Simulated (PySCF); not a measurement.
A species of formula C4H8N2Si2 has this rotational fingerprint, computed with CAM-B3LYP/def2-SVPD in PySCF (dipole) on a GFN2-xTB geometry, gas phase:

| Property | Result |
| --- | --- |
| Rotational constants | A = 1978, B = 1182, C = 850.3 MHz |
| Dipole components | \|μa\| = 3.29 D, \|μb\| = 0.94 D, \|μc\| = 1.70 D |
| Inertial defect | -88.93 u·Å² |
| κ | -0.41 |

Task: Which structure is it? (One computed conformer of each.)
A. `[CH3:1][SiH2:2][C:3]([SiH3:4])([C:5]#[N:6])[C:7]#[N:8]` with C1–Si2–C3–Si4 61°
B. `[CH2:1]=[CH:2][C@@H:3]1[SiH2:4][NH:5][Si@@H:6]1[C:7]#[N:8]` with C1–C2–C3–Si4 -128°
C. `CC1=C[SiH2]N[Si@H]1C#N`
D. `[CH3:1][Si:2]([C:3]#[N:4])([C:5]#[N:6])[CH2:7][SiH3:8]` with C1–Si2–C7–Si8 55°

Result: C. It is CC1=C[SiH2]N[Si@H]1C#N, an asymmetric top, point group C1. The candidates at the same level (rigid rotor, commonest isotopes):

| SMILES | A (MHz) | B (MHz) | C (MHz) | μa (D) | μb (D) | μc (D) | Δ (u·Å²) | point group | rotor |
| --- | --- | --- | --- | --- | --- | --- | --- | --- | --- |
| C[Si](C#N)(C#N)C[SiH3] | 1678 | 910.0 | 774.4 | 4.00 | 2.66 | 2.03 | -203.86 | C1 | asymmetric top |
| C=C[C@@H]1[SiH2]N[Si@@H]1C#N | 1602 | 1318 | 842.5 | 2.84 | 2.34 | 1.50 | -98.98 | C1 | asymmetric top |
| CC1=C[SiH2]N[Si@H]1C#N | 1978 | 1182 | 850.3 | 3.29 | 0.94 | 1.70 | -88.93 | C1 | asymmetric top |
| C[SiH2]C([SiH3])(C#N)C#N | 1531 | 1134 | 1101 | 3.64 | 1.25 | 3.66 | -316.70 | C1 | asymmetric top |

`C[Si](C#N)(C#N)C[SiH3]` has B 23 % too low; `C=C[C@@H]1[SiH2]N[Si@@H]1C#N` has A 19 % too low; `C[SiH2]C([SiH3])(C#N)C#N` has C 29 % too high. No structure here is proved a minimum.
